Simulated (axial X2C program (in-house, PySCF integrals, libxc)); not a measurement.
# Which functional? An output for SnN⁺

An SCF output computed with an in-house relativistic program for diatomic molecules for SnN⁺ at 2.119 Å, two-component, state Ω = 1, Sn dyall-cv3z [11s12p9d4f1g], N dyall-av3z [7s7p3d2f] (cores contracted in-house), without its first line:

```
basis functions 186  fitting functions 940  grid points 5077
iter        total energy     max residual
   1      -6225.379361746     2.15e-01
   2      -6225.406585763     6.49e-03
   3      -6225.408109270     4.18e-03
   4      -6225.408475119     2.51e-03
   5      -6225.408655951     1.73e-03
   6      -6225.408842773     1.05e-03
   7      -6225.408966187     7.75e-04
   8      -6225.409059853     5.19e-04
   9      -6225.409111240     2.86e-04
  10      -6225.409129962     2.63e-04
  11      -6225.409145535     2.10e-04
  12      -6225.409168909     1.15e-04
  13      -6225.409174519     4.83e-05
  14      -6225.409175220     3.41e-05
  15      -6225.409175431     2.03e-05
  16      -6225.409175475     1.69e-05
  17      -6225.409175493     1.49e-05
  18      -6225.409175503     1.12e-05
  19      -6225.409175508     6.20e-06
  20      -6225.409175510     1.90e-06
converged
one-electron -8715.69379561  Coulomb 2576.71630283  exact exchange -170.31525008  xc functional 0.00000000  nuclear repulsion 87.40539114  atomic mean-field constant -3.52182379
```

Question: Which level of theory produced it?
A. PBEsol
B. HF
C. PBE0

Answer: B. The exact-exchange term against the functional term shows a share of 1 of exact exchange.
